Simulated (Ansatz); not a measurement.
One change: `FC(F)(F)C1=CC(C(F)(F)F)=[O+][B-](Cl)(Cl)O1` becomes `FC(F)(F)C1=CC(C(F)(F)F)=[O+][Zn-]([Cl])[O]1`.

Ansatz, PBE0-D4/def2-TZVP geometries, multiplicity 1. 

Scalar relativity is left out up to krypton.

```
                                        property  `FC(F)(F)C1=CC(C(F)(F)F)=[O+][B-](Cl)(Cl)O1`
         HOMO–LUMO gap (ωB97M-V/def2-TZVPP) / eV                                          8.73
             HOMO–LUMO gap (PBE/def2-TZVPP) / eV                                          2.32
  size of the dipole moment (PBE/def2-TZVPP) / D                                          4.12
size of the dipole moment (B3LYP/def2-TZVPP) / D                                          4.42
               LUMO energy (PBE/def2-TZVPP) / eV                                         -4.80
              LUMO energy (PBE0/def2-TZVPP) / eV                                         -4.11
```

(1) Give the same properties after the change, and the shifts. (An estimate is asked.)

## Answers

(1) Ansatz gave: 
```csv
property,`FC(F)(F)C1=CC(C(F)(F)F)=[O+][Zn-]([Cl])[O]1`,shift
HOMO–LUMO gap (ωB97M-V/def2-TZVPP) / eV,9.45,0.72
HOMO–LUMO gap (PBE/def2-TZVPP) / eV,3.05,0.73
size of the dipole moment (PBE/def2-TZVPP) / D,2.53,-1.59
size of the dipole moment (B3LYP/def2-TZVPP) / D,2.65,-1.77
LUMO energy (PBE/def2-TZVPP) / eV,-4.18,0.62
LUMO energy (PBE0/def2-TZVPP) / eV,-3.40,0.71
```

With PBE0 the HOMO falls by 0.13 eV and the LUMO rises by 0.71 eV, so the gap widens by about 0.84 eV. PBE moves the HOMO by -0.11 eV and ωB97M-V by -0.01 eV. Dipoles are sizes alone; their direction can turn.

B3LYP here is the variant with VWN-RPA as its local correlation; programs differ in this.
